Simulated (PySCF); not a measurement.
All of these have the formula C5H9ClOSi. Method used: PySCF 2.14.0, density-fitted response routines, TDDFT B3LYP/def2-SVPD, vertical, gas phase, core orbitals frozen in the response. Geometries: GFN2-xTB; one conformer of each isolated species. Triplets are in the Tamm–Dancoff approximation.

A. `O=C(Cl)[C@H]1C[C@H]([SiH3])C1`
B. `C=CCC(=O)[SiH2]CCl`
C. `O=C[C@@H]1C[SiH2][C@H](Cl)C1`
D. `CC/C(=C/[SiH3])C(=O)Cl`

Lowest singlet levels (six at most, fewer where fewer were computed) with oscillator strengths:

1. 242 nm (f 0.002); 209 nm (f 0.009); 196 nm (f 0.004); 187 nm (f 0.021); 182 nm (f 0.010); 178 nm (f 0.052); T1 4.62 eV
2. 370 nm (f 0.003); 232 nm (f 0.015); 228 nm (f 0.021); 221 nm (f 0.047); 213 nm (f 0.001); 212 nm (f 0.031); T1 2.75 eV
3. 299 nm (f 0.000); 244 nm (f 0.179); 244 nm (f 0.032); 229 nm (f 0.005); 217 nm (f 0.012); 214 nm (f 0.012); T1 3.26 eV
4. 286 nm (f 0.000); 220 nm (f 0.001); 200 nm (f 0.005); 196 nm (f 0.037); 192 nm (f 0.015); 190 nm (f 0.001); T1 3.77 eV

Task: Which spectrum belongs to which structure?

Result: 1 = A, 2 = B, 3 = D, 4 = C.
- A: S1 at 5.12 eV, HOMO→LUMO (65%), HOMO-1→LUMO (31%); Löwdin shares by element: HOMO oxygen 25%, carbon 14% or more, chlorine 14%, silicon 9% (atoms not listed hold the other 38%); LUMO carbon 46% or more, oxygen 32%, chlorine 11%; HOMO -8.17 and LUMO -1.42 eV.
- B: S1 at 3.35 eV, HOMO→LUMO (95%); Löwdin shares by element: HOMO oxygen 42%, carbon 27% or more, silicon 11% (atoms not listed hold the other 20%); LUMO carbon 40% or more, oxygen 29%, silicon 8% (atoms not listed hold the other 23%); HOMO -6.75 and LUMO -1.87 eV.
- C: S1 at 4.34 eV, HOMO→LUMO (93%); S1 has the pattern of n→π* at C=O; HOMO -7.21 and LUMO -1.06 eV.
- D: S1 at 4.15 eV, HOMO-1→LUMO (94%); Löwdin shares by element: HOMO carbon 63% or more, oxygen 8% (atoms not listed hold the other 28%); LUMO carbon 61% or more, oxygen 18% (atoms not listed hold the other 21%); HOMO -8.10 and LUMO -2.74 eV.
